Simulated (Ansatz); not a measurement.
Steps of a relaxation of C2H6F2OSi2 (`C=C[SiH2]O[SiH](F)F`) with RKS PBE0-D4/def2-TZVP.

```sh
$ ansatz run in.yaml --threads 2 --pin off --events-out ev --progress --plain --max-ram 22528MiB --backend cuda --devices 0, --max-vram 18GiB
```

```yaml
crystal:
  periodic: [false, false, false]
  atoms:
    - {symbol: C, position_ang: [1.521170, 1.110240, 0.594860]}
    - {symbol: C, position_ang: [0.351620, 1.715690, 0.446900]}
    - {symbol: Si, position_ang: [-1.229050, 0.887290, -0.145640]}
    - {symbol: O, position_ang: [-0.950460, -0.686220, -0.516170]}
    - {symbol: Si, position_ang: [-0.264550, -2.116780, -0.496210]}
    - {symbol: F, position_ang: [1.045200, -2.093980, -1.403790]}
    - {symbol: F, position_ang: [0.333500, -2.425050, 0.948560]}
    - {symbol: H, position_ang: [1.645670, 0.062470, 0.373160]}
    - {symbol: H, position_ang: [2.405240, 1.624450, 0.940360]}
    - {symbol: H, position_ang: [0.285000, 2.771020, 0.685130]}
    - {symbol: H, position_ang: [-2.250780, 0.845070, 0.902050]}
    - {symbol: H, position_ang: [-1.711160, 1.440040, -1.411220]}
    - {symbol: H, position_ang: [-1.181400, -3.134230, -0.918000]}
basis:
  gaussian: {orbitals: def2-TZVP}
hamiltonian: {xc: pbe0, dispersion: d4}
relax: {f_tol: 0.005, max_steps: 150}
```

Positions (Å) and forces (eV/Å) along the path, 11 of 44 steps:

```xyz
13
step=1 energy=-25401.7816 eV
C     1.521    1.110    0.595   -0.119   -0.112   -0.063
C     0.352    1.716    0.447   -0.695   -0.084   -0.192
Si   -1.229    0.887   -0.146    0.908   -0.259    0.109
O    -0.950   -0.686   -0.516    0.006   -0.177   -0.014
Si   -0.265   -2.117   -0.496    1.253    0.478    0.406
F     1.045   -2.094   -1.404   -0.378   -0.094   -0.070
F     0.334   -2.425    0.949   -0.358   -0.068   -0.154
H     1.646    0.062    0.373    0.091   -0.271   -0.049
H     2.405    1.624    0.940    0.154    0.152    0.078
H     0.285    2.771    0.685    0.017    0.223    0.060
H    -2.251    0.845    0.902   -0.319    0.288    0.233
H    -1.711    1.440   -1.411   -0.228    0.451   -0.170
H    -1.181   -3.134   -0.918   -0.331   -0.527   -0.174
13
step=12 energy=-25401.8776 eV rejected
C     1.546    1.148    0.458    0.032    0.077   -0.142
C     0.336    1.700    0.468    0.029   -0.025    0.042
Si   -1.206    0.869   -0.125   -0.039   -0.020    0.045
O    -0.911   -0.699   -0.525    0.017    0.004   -0.027
Si   -0.250   -2.148   -0.445    0.213   -0.105    0.134
F     1.199   -2.118   -1.101   -0.229   -0.004    0.101
F    -0.039   -2.581    1.070   -0.041    0.072   -0.245
H     1.728    0.149    0.074   -0.013    0.001    0.027
H     2.427    1.690    0.793   -0.041   -0.042    0.067
H     0.238    2.713    0.860    0.004    0.006   -0.029
H    -2.247    0.895    0.934    0.004   -0.004    0.004
H    -1.750    1.537   -1.334    0.021    0.002    0.001
H    -1.070   -3.155   -1.128    0.043    0.039    0.021
13
step=17 energy=-25401.8847 eV
C     1.565    1.180    0.395   -0.024    0.013    0.007
C     0.345    1.707    0.458    0.028   -0.007   -0.007
Si   -1.201    0.859   -0.101   -0.019   -0.015    0.013
O    -0.895   -0.699   -0.533    0.022    0.022   -0.018
Si   -0.261   -2.159   -0.432   -0.014   -0.044    0.018
F     1.249   -2.124   -0.913   -0.010   -0.001   -0.004
F    -0.235   -2.651    1.072   -0.012    0.012   -0.024
H     1.750    0.187   -0.004   -0.003    0.002   -0.003
H     2.442    1.721    0.739   -0.003    0.002    0.001
H     0.240    2.712    0.867    0.003   -0.005   -0.004
H    -2.213    0.857    0.987    0.007    0.000    0.003
H    -1.782    1.536   -1.288    0.001   -0.002    0.001
H    -1.003   -3.126   -1.247    0.024    0.025    0.018
13
step=19 energy=-25401.8863 eV
C     1.577    1.199    0.365   -0.061    0.062   -0.022
C     0.352    1.713    0.452    0.054   -0.040   -0.003
Si   -1.195    0.851   -0.084   -0.032    0.009    0.030
O    -0.881   -0.698   -0.539    0.046   -0.031   -0.028
Si   -0.269   -2.168   -0.426   -0.061   -0.008    0.024
F     1.273   -2.135   -0.788   -0.006   -0.014    0.014
F    -0.375   -2.697    1.063    0.018    0.015   -0.057
H     1.764    0.210   -0.042   -0.001   -0.009    0.002
H     2.454    1.753    0.687   -0.001   -0.011    0.021
H     0.242    2.715    0.868    0.009    0.001   -0.011
H    -2.185    0.829    1.024    0.008    0.000   -0.002
H    -1.805    1.534   -1.253    0.002   -0.004    0.003
H    -0.951   -3.107   -1.325    0.025    0.031    0.029
13
step=20 energy=-25401.8866 eV
C     1.573    1.199    0.364   -0.043    0.072   -0.023
C     0.350    1.717    0.452    0.061   -0.063   -0.007
Si   -1.194    0.852   -0.083   -0.034    0.019    0.022
O    -0.874   -0.695   -0.542    0.050   -0.035   -0.026
Si   -0.268   -2.166   -0.426   -0.063   -0.042    0.025
F     1.276   -2.140   -0.781    0.014   -0.006    0.004
F    -0.379   -2.696    1.062    0.008    0.021   -0.052
H     1.759    0.210   -0.042   -0.013   -0.023   -0.001
H     2.453    1.749    0.683    0.003    0.005    0.028
H     0.243    2.719    0.866    0.009    0.013   -0.003
H    -2.182    0.820    1.025   -0.006    0.007    0.011
H    -1.807    1.532   -1.251   -0.009    0.009   -0.003
H    -0.950   -3.100   -1.327    0.022    0.023    0.025
13
step=23 energy=-25401.8669 eV rejected
C     1.584    1.207    0.356    0.218   -0.324   -0.142
C     0.363    1.718    0.418   -0.385    0.489    0.075
Si   -1.202    0.848   -0.060    0.189   -0.180   -0.239
O    -0.817   -0.676   -0.583   -0.173    0.160    0.079
Si   -0.270   -2.169   -0.436    0.242    0.203    0.072
F     1.300   -2.183   -0.681   -0.133   -0.013   -0.012
F    -0.488   -2.693    1.039   -0.043   -0.045    0.075
H     1.761    0.218   -0.071    0.070    0.113    0.233
H     2.454    1.753    0.716   -0.046   -0.044   -0.165
H     0.266    2.747    0.780   -0.038   -0.182    0.115
H    -2.157    0.769    1.083    0.128   -0.034   -0.050
H    -1.889    1.539   -1.186    0.048   -0.049    0.069
H    -0.906   -3.079   -1.377   -0.076   -0.094   -0.109
13
step=27 energy=-25401.8905 eV
C     1.585    1.235    0.334    0.011    0.011    0.001
C     0.358    1.738    0.434   -0.004   -0.013   -0.006
Si   -1.177    0.835   -0.066    0.005    0.006   -0.002
O    -0.794   -0.672   -0.611   -0.002   -0.007    0.004
Si   -0.281   -2.173   -0.432   -0.007   -0.005   -0.011
F     1.291   -2.223   -0.621    0.007   -0.002   -0.002
F    -0.572   -2.689    1.035   -0.008    0.002    0.002
H     1.774    0.242   -0.063   -0.007    0.006    0.002
H     2.462    1.796    0.644    0.000    0.001   -0.001
H     0.244    2.743    0.839    0.002    0.001    0.002
H    -2.108    0.709    1.084   -0.003    0.000    0.001
H    -1.874    1.535   -1.174    0.000    0.000    0.004
H    -0.907   -3.076   -1.401    0.005    0.002    0.006
13
step=28 energy=-25401.8907 eV
C     1.588    1.242    0.330    0.004   -0.002   -0.001
C     0.359    1.739    0.434    0.001    0.002    0.001
Si   -1.174    0.833   -0.064    0.001   -0.002    0.000
O    -0.791   -0.673   -0.611   -0.001    0.001   -0.001
Si   -0.284   -2.176   -0.432   -0.002   -0.002    0.000
F     1.290   -2.230   -0.608    0.003    0.000    0.001
F    -0.591   -2.695    1.031   -0.003   -0.001    0.000
H     1.778    0.249   -0.068    0.000    0.003    0.000
H     2.464    1.805    0.638   -0.004    0.001   -0.001
H     0.242    2.744    0.841    0.000   -0.001    0.000
H    -2.104    0.705    1.087    0.000    0.001    0.000
H    -1.875    1.533   -1.169    0.000    0.000    0.001
H    -0.903   -3.075   -1.409    0.000    0.000   -0.001
13
step=33 energy=-25401.8910 eV
C     1.595    1.257    0.314   -0.004    0.000   -0.004
C     0.363    1.743    0.433    0.004    0.008   -0.003
Si   -1.168    0.827   -0.056    0.003   -0.004    0.005
O    -0.775   -0.672   -0.616   -0.001   -0.003    0.000
Si   -0.290   -2.182   -0.431    0.005   -0.002    0.013
F     1.289   -2.250   -0.544   -0.014    0.000    0.005
F    -0.665   -2.710    1.014    0.008    0.004   -0.019
H     1.789    0.268   -0.089    0.001    0.000    0.001
H     2.469    1.828    0.615    0.000   -0.001    0.003
H     0.241    2.745    0.845    0.001   -0.003   -0.001
H    -2.084    0.683    1.105   -0.003    0.000   -0.003
H    -1.885    1.528   -1.150   -0.001    0.000    0.001
H    -0.878   -3.066   -1.440    0.001    0.002    0.000
13
step=40 energy=-25401.8912 eV rejected
C     1.601    1.270    0.298   -0.007   -0.003   -0.015
C     0.369    1.755    0.418    0.003    0.010    0.005
Si   -1.163    0.823   -0.036    0.004   -0.008   -0.004
O    -0.766   -0.672   -0.604   -0.004    0.002    0.008
Si   -0.297   -2.189   -0.431    0.005   -0.001    0.008
F     1.286   -2.261   -0.448   -0.009   -0.001    0.000
F    -0.760   -2.756    0.972    0.003    0.005   -0.012
H     1.794    0.273   -0.088    0.003    0.000    0.008
H     2.476    1.849    0.579   -0.001    0.000    0.003
H     0.247    2.764    0.811    0.001   -0.007    0.001
H    -2.055    0.670    1.143    0.000    0.000   -0.002
H    -1.910    1.517   -1.115    0.000    0.000    0.000
H    -0.824   -3.041   -1.499    0.002    0.002    0.002
13
step=44 energy=-25401.8912 eV
C     1.600    1.268    0.299    0.000   -0.002    0.000
C     0.368    1.754    0.419   -0.001    0.003    0.001
Si   -1.164    0.823   -0.037    0.000   -0.002   -0.004
O    -0.767   -0.672   -0.603   -0.002   -0.001    0.004
Si   -0.296   -2.188   -0.431    0.000    0.001    0.003
F     1.287   -2.258   -0.454   -0.001    0.000    0.002
F    -0.753   -2.754    0.974    0.003    0.001   -0.004
H     1.793    0.271   -0.086    0.000    0.001    0.001
H     2.475    1.846    0.581    0.001    0.001    0.000
H     0.248    2.763    0.812    0.001   -0.002    0.000
H    -2.057    0.672    1.141    0.000    0.000    0.000
H    -1.909    1.517   -1.117    0.000    0.000    0.000
H    -0.826   -3.042   -1.496   -0.001   -0.001   -0.002
```

It took 79 s on 2 threads of an AMD EPYC 7R13 on a shared host and a share of an NVIDIA H100 80 GB, with 0.9 GiB of host memory at the peak.
